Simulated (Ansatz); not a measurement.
An input meant for AsH2(SMe) (CH5AsS) (charge 0, singlet).

```yaml
crystal:
  periodic: [false, false, false]
  atoms:
    - {symbol: As, position_ang: [1.701756, 3.355005, 0.187821]}
    - {symbol: H, position_ang: [4.549559, 3.418725, -1.581710]}
    - {symbol: H, position_ang: [0.347609, 5.773274, -1.694200]}
    - {symbol: S, position_ang: [-0.391977, -0.378825, -2.223022]}
    - {symbol: C, position_ang: [-1.380464, -2.661849, 0.885575]}
    - {symbol: H, position_ang: [0.556886, -3.416196, 2.078437]}
    - {symbol: H, position_ang: [-2.513490, -4.569643, -0.030087]}
    - {symbol: H, position_ang: [-2.869879, -1.520468, 2.377187]}
basis:
  gaussian: {orbitals: 6-31G, nuclear_model: gaussian}
hamiltonian: {xc: {name: SVWN5}}
scf: {omitted_lower_state_checks: [starts]}
output: {forces: true}
```

```sh
$ ansatz run in.yaml --threads 4 --pin off --events-out ev --progress --plain --max-ram 3916MiB
```

Output, abridged:

```
Functional definition: SVWN5
686 factors; integrals over basis functions are off by at most 5.0e-4 eV
mean field evaluation 1: about -72597.4329 eV, gradient 4.9e1 eV
mean field evaluation 2: about -72304.0795 eV, gradient 1.3e2 eV
mean field evaluation 4: about -72464.2159 eV, gradient 1.3e2 eV
mean field evaluation 8: about -72618.2121 eV, gradient 3.8e0 eV
mean field evaluation 16: about -72618.2788 eV, gradient 1.4e-5 eV
mean field -72618.27876866 eV, -2668.6725223112 hartree, gradient 1.9e-6 eV, S^2 0.000000; 0 other end points of the search recorded, 0 dependent functions left out
reference -72618.27882560 eV, -2668.6725244034 hartree; 30, 30 occupied and 31, 31 virtual orbitals, 686 factors
Total energy: -72618.27882560 eV, -2668.6725244034 hartree
Atom 0 at     1.701756     3.355005     0.187821 Å, force     0.381536     0.635568    -1.504831 eV/Å
Atom 1 at     4.549559     3.418725    -1.581710 Å, force    -1.043931    -0.021157     0.640732 eV/Å
Atom 2 at     0.347609     5.773274    -1.694200 Å, force     0.504643    -0.896010     0.690343 eV/Å
Atom 3 at    -0.391977    -0.378825    -2.223022 Å, force     0.023609    -0.028862     0.597680 eV/Å
Atom 4 at    -1.380464    -2.661849     0.885575 Å, force    -0.461069    -1.009108     1.086852 eV/Å
Atom 5 at     0.556886    -3.416196     2.078437 Å, force    -1.650480     0.654512    -1.017947 eV/Å
Atom 6 at    -2.513490    -4.569643    -0.030087 Å, force     0.967921     1.631259     0.780174 eV/Å
Atom 7 at    -2.869879    -1.520468     2.377187 Å, force     1.277771    -0.966202    -1.273004 eV/Å
Dipole moment:     0.143039     0.231951     0.570494 e Å
Checks for a lower state left out: starts
```

In this input the geometry is stretched to more than twice its size. The calculation finished and met its thresholds. The result belongs to that input, not to the species as meant.

The 6-31G sets use Cartesian d functions.
